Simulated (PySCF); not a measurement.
Si(CCH)3(F), SMILES C([Si](C#C)(C#C)F)#C, B3LYP/def2-SVP optimised geometry.

```
11

C     -2.41     0.92     0.01
C     -1.98    -0.22     0.00
Si    -1.33    -1.92     0.00
F     -1.83    -2.66    -1.36
C     -1.98    -2.86     1.42
C     -2.40    -3.48     2.38
C      0.49    -1.92     0.00
C      1.71    -1.92     0.01
H     -2.79     1.92     0.01
H     -2.78    -4.03     3.22
H      2.79    -1.92     0.01
```

Density from B3LYP/def2-TZVP (PySCF) at that geometry.

Minimum of the electron density along straight lines between bonded atoms, close to the bond critical point (lines longer than 1.1 times the sum of covalent radii, or with two minima, are not listed):

```
bond    length / Å  ρ at the minimum / e bohr⁻³  ∇²ρ there / e bohr⁻⁵  position (fraction from the first atom)
------  ----------  ---------------------------  --------------------  ---------------------------------------
C1–C2        1.217                        0.415                 -1.25                                     0.53
C2–Si3       1.823                        0.125                  0.29                                     0.61
Si3–F4       1.624                        0.132                     ?                                     0.42
Si3–C5       1.823                        0.125                  0.29                                     0.39
C5–C6        1.217                        0.415                 -1.25                                     0.47
Si3–C7       1.823                        0.125                  0.29                                     0.39
C7–C8        1.217                        0.415                 -1.25                                     0.47
C1–H9        1.075                        0.287                 -1.07                                     0.67
C6–H10       1.075                        0.287                 -1.07                                     0.67
C8–H11       1.075                        0.287                 -1.07                                     0.67
```

Task: Fill in the missing entries.

Result: 
- Si3–F4, ∇²ρ there / e bohr⁻⁵: 0.87
